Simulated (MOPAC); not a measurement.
Input for MOPAC: PM3 on BH6P (a complex), monomers drawn apart or pushed together.

```
PM3 1SCF PRECISE CHARGE=0 THREADS=1
BH6P

B     -0.03034645 1    -0.07736415 1     0.67210629 1
H      1.09672666 1    -0.42107271 1     0.41765973 1
H     -0.84163681 1    -0.96881032 1     0.65523669 1
H     -0.38372522 1     0.93204156 1     0.11588585 1
P      0.06709019 1     0.50603745 1     2.81099528 1
H     -1.11293197 1     0.96384208 1     3.42409503 1
H      0.45804435 1    -0.47117269 1     3.74380355 1
H      0.94314137 1     1.54544980 1     3.17165095 1
```

Program output:

```
*******************************************************************************
 **                                                                           **
 **                              MOPAC v23.2.5                                **
 **                                                                           **
 *******************************************************************************
 ** MOPAC's Digital Object Identifier: https://doi.org/10.5281/zenodo.6511958 **
 **                                                                           **
 ** Please cite the open-source release paper for use of this MOPAC version:  **
 ** J. E. Moussa and J. J. P. Stewart (2026)                                  **
 ** MOPAC: An open-source semiempirical molecular orbital program             **
 ** J. Open Source Softw., 11(119), 8025, https://doi.org/10.21105/joss.08025 **
 *******************************************************************************

                              PM3 CALCULATION RESULTS

 *******************************************************************************
 *  PM3        - The PM3 Hamiltonian to be used
 *
 *
 *
 *                 CHARGE ON SYSTEM = 0
 *
 *
 *
 *  PRECISE    - TIGHTER CRITERIA TO BE USED
 *  1SCF       - DO 1 SCF AND THEN STOP
 *  THREADS=1  - MULTI-THREADING NOT USED
 *  T=         - A TIME OF 172800.0 SECONDS REQUESTED
 *  DUMP=N     - RESTART FILE WRITTEN EVERY 7200.0 SECONDS REQUESTED
 *******************************************************************************
PM3 1SCF PRECISE CHARGE=0 THREADS=1
 BH6P

   ATOM   CHEMICAL          X               Y               Z
  NUMBER   SYMBOL      (ANGSTROMS)     (ANGSTROMS)     (ANGSTROMS)

     1       B         -0.03034645  *  -0.07736415  *   0.67210629  *
     2       H          1.09672666  *  -0.42107271  *   0.41765973  *
     3       H         -0.84163681  *  -0.96881032  *   0.65523669  *
     4       H         -0.38372522  *   0.93204156  *   0.11588585  *
     5       P          0.06709019  *   0.50603745  *   2.81099528  *
     6       H         -1.11293197  *   0.96384208  *   3.42409503  *
     7       H          0.45804435  *  -0.47117269  *   3.74380355  *
     8       H          0.94314137  *   1.54544980  *   3.17165095  *



          CARTESIAN COORDINATES

    NO.       ATOM           X           Y           Z

     1         B         -0.0303     -0.0774      0.6721
     2         H          1.0967     -0.4211      0.4177
     3         H         -0.8416     -0.9688      0.6552
     4         H         -0.3837      0.9320      0.1159
     5         P          0.0671      0.5060      2.8110
     6         H         -1.1129      0.9638      3.4241
     7         H          0.4580     -0.4712      3.7438
     8         H          0.9431      1.5454      3.1717

  H: (PM3): J. J. P. STEWART, J. COMP. CHEM. 10, 209 (1989).
  B: (PM3): J. J. P. STEWART, J. MOL. MOD., 10, 155-164 (2004)
  P: (PM3): J. J. P. STEWART, J. COMP. CHEM. 10, 209 (1989).

           Empirical Formula: H6 B P  =     8 atoms



      MOLECULAR POINT GROUP   :   C3v


      RHF CALCULATION, NO. OF DOUBLY OCCUPIED LEVELS = 7


 -------------------------------------------------------------------------------
 PM3 1SCF PRECISE CHARGE=0 THREADS=1
 BH6P



     1SCF WAS SPECIFIED, SO BFGS WAS NOT USED
     SCF FIELD WAS ACHIEVED


                              PM3 CALCULATION
                                                       MOPAC v23.2.5 Linux




          FINAL HEAT OF FORMATION =          2.00676 KCAL/MOL =       8.39629 KJ/MOL


          COSMO AREA              =         92.43 SQUARE ANGSTROMS
          COSMO VOLUME            =         73.78 CUBIC ANGSTROMS

          IONIZATION POTENTIAL    =         10.348928 EV
          HOMO LUMO ENERGIES (EV) =        -10.349  0.617
          NO. OF FILLED LEVELS    =          7
          MOLECULAR WEIGHT        =         47.8312         POINT GROUP:  C3v

          MOLECULAR DIMENSIONS (Angstroms)

            Atom       Atom       Distance
            H     7    H     4     3.97987
            H     3    H     8     3.55716
            H     6    H     2     3.38234


          SCF CALCULATIONS        =          1





   ATOM   CHEMICAL          X               Y               Z
  NUMBER   SYMBOL      (ANGSTROMS)     (ANGSTROMS)     (ANGSTROMS)

     1       B         -0.03034645  *  -0.07736415  *   0.67210629  *
     2       H          1.09672666  *  -0.42107271  *   0.41765973  *
     3       H         -0.84163681  *  -0.96881032  *   0.65523669  *
     4       H         -0.38372522  *   0.93204156  *   0.11588585  *
     5       P          0.06709019  *   0.50603745  *   2.81099528  *
     6       H         -1.11293197  *   0.96384208  *   3.42409503  *
     7       H          0.45804435  *  -0.47117269  *   3.74380355  *
     8       H          0.94314137  *   1.54544980  *   3.17165095  *

                             CARTESIAN COORDINATES

   1    B       -0.030346450    -0.077364150     0.672106290
   2    H        1.096726660    -0.421072710     0.417659730
   3    H       -0.841636810    -0.968810320     0.655236690
   4    H       -0.383725220     0.932041560     0.115885850
   5    P        0.067090190     0.506037450     2.810995280
   6    H       -1.112931970     0.963842080     3.424095030
   7    H        0.458044350    -0.471172690     3.743803550
   8    H        0.943141370     1.545449800     3.171650950


           Empirical Formula: H6 B P  =     8 atoms



      MOLECULAR POINT GROUP   :   C3v


                  EIGENVALUES
 -26.83930 -20.42143 -13.59284 -13.59282 -11.29799 -11.29790 -10.34893   0.61713
   1.17504   1.17506   2.66188   5.76220   5.76230   6.95741


              NET ATOMIC CHARGES AND DIPOLE CONTRIBUTIONS

  ATOM NO.   TYPE          CHARGE      No. of ELECS.   s-Pop       p-Pop
    1          B          -0.447676        3.4477     0.94964     2.49803
    2          H          -0.009688        1.0097     1.00969
    3          H          -0.009679        1.0097     1.00968
    4          H          -0.009678        1.0097     1.00968
    5          P           1.103946        3.8961     1.43814     2.45791
    6          H          -0.209077        1.2091     1.20908
    7          H          -0.209074        1.2091     1.20907
    8          H          -0.209075        1.2091     1.20907
 DIPOLE           X         Y         Z       TOTAL
 POINT-CHG.     0.137     0.824     3.021     3.135
 HYBRID         0.087     0.519     1.902     1.973
 SUM            0.224     1.343     4.923     5.108


          ATOMIC ORBITAL ELECTRON POPULATIONS

     Atom    s        px        py        pz
    1  B   0.94964   0.99095   0.95886   0.54822
    2  H   1.00969
    3  H   1.00968
    4  H   1.00968
    5  P   1.43814   0.71865   0.73905   1.00021
    6  H   1.20908
    7  H   1.20907
    8  H   1.20907

 **********************
 *                    *
 * JOB ENDED NORMALLY *
 *                    *
 **********************




 == MOPAC DONE ==
```

The run finished.

Cost: roughly 0.020 core-seconds.
